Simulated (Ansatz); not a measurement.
System: selenium dioxide, SeO$_{2}$, net charge 0, singlet state. SMILES: [Se](=O)=O

Atoms: O1, Se2, O3. Bonds: O1-Se2, Se2-O3.

Bond lengths (Å) and angles (degrees) optimised at HF/3-21G with Ansatz (a program for electronic structure); B3LYP/LANL2DZ with Ansatz; B3LYP/6-31G* with LANL2DZ past Ar with Ansatz; MP2/6-31G* with LANL2DZ past Ar with Ansatz, each started from the B3LYP-D3(BJ)/def2-TZVP structure (Ansatz) of the last column. A row stands for all coordinates that are equal there. 6-31G* holds six Cartesian d functions. No wavenumbers were computed at B3LYP/LANL2DZ, MP2/6-31G* with LANL2DZ past Ar, so these may be saddle points.

```
coordinate  HF/3-21G  B3LYP/LANL2DZ  B3LYP/6-31G* with LANL2DZ past Ar  MP2/6-31G* with LANL2DZ past Ar  B3LYP-D3(BJ)/def2-TZVP
----------  --------  -------------  ---------------------------------  -------------------------------  ----------------------
O1-Se2         1.617          1.716                              1.641                            1.661                   1.612
O1-Se2-O3      112.3          110.9                              112.6                            113.3                   113.8
```

Mean signed difference of all 2 bond lengths from B3LYP-D3(BJ)/def2-TZVP: HF/3-21G 0.005 Å, B3LYP/LANL2DZ 0.104 Å, B3LYP/6-31G* with LANL2DZ past Ar 0.030 Å, MP2/6-31G* with LANL2DZ past Ar 0.050 Å.
